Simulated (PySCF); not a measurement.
## Correlation energy of Li⁻ (lithium, charge -1)

[He] 2s2, closed-shell 1S. Computed with PySCF 2.14 in def2-QZVPPD, with no relativity, point nucleus. Frozen: 1s2; 2 electrons correlated.

With two correlated electrons CCSD is exact within the correlated space (frozen core and kept virtual orbitals).

```tsv
level	correlation energy (mhartree)
CCSD	-28.55
```

Diagnostics: T1 = 0.034, D1 = 0.0485, largest double amplitude 0.139.

T1 exceeds 0.03, a sign that the reference determinant is poor.

Cost of the coupled-cluster step: of the order of 0.16 core-seconds, for 2 correlated electrons.

Iterations:

```
CC2 = 0
CCSD nocc = 1, nmo = 34
frozen orbitals [0]
max_cycle = 100
direct = 0
conv_tol = 1e-08
conv_tol_normt = 1e-06
diis_space = 8
diis_start_cycle = 0
Init t2, MP2 energy = -7.44287047324459  E_corr(MP2) -0.0175882449069715
Init E_corr(CCSD) = -0.0175882449086053
cycle = 1  E_corr(CCSD) = -0.0221335562225311  dE = -0.00454531131  norm(t1,t2) = 0.0755208
cycle = 2  E_corr(CCSD) = -0.0248304372181276  dE = -0.002696881  norm(t1,t2) = 0.042083
cycle = 3  E_corr(CCSD) = -0.0283220731927273  dE = -0.00349163597  norm(t1,t2) = 0.025419
cycle = 4  E_corr(CCSD) = -0.0285125046357824  dE = -0.000190431443  norm(t1,t2) = 0.00368104
cycle = 5  E_corr(CCSD) = -0.0285601639650718  dE = -4.76593293e-05  norm(t1,t2) = 0.00106016
cycle = 6  E_corr(CCSD) = -0.0285584726121156  dE = 1.69135296e-06  norm(t1,t2) = 0.000430356
cycle = 7  E_corr(CCSD) = -0.0285464663762339  dE = 1.20062359e-05  norm(t1,t2) = 0.000100232
cycle = 8  E_corr(CCSD) = -0.028556308605502  dE = -9.84222927e-06  norm(t1,t2) = 4.66398e-05
cycle = 9  E_corr(CCSD) = -0.028551326236202  dE = 4.9823693e-06  norm(t1,t2) = 3.60185e-05
cycle = 10  E_corr(CCSD) = -0.0285516607827148  dE = -3.34546513e-07  norm(t1,t2) = 2.25562e-06
cycle = 11  E_corr(CCSD) = -0.0285516054570225  dE = 5.53256923e-08  norm(t1,t2) = 5.93093e-07
cycle = 12  E_corr(CCSD) = -0.0285516057821372  dE = -3.25114668e-10  norm(t1,t2) = 2.4731e-08
CCSD converged
E(CCSD) = -7.453833834119753  E_corr = -0.02855160578213721
```
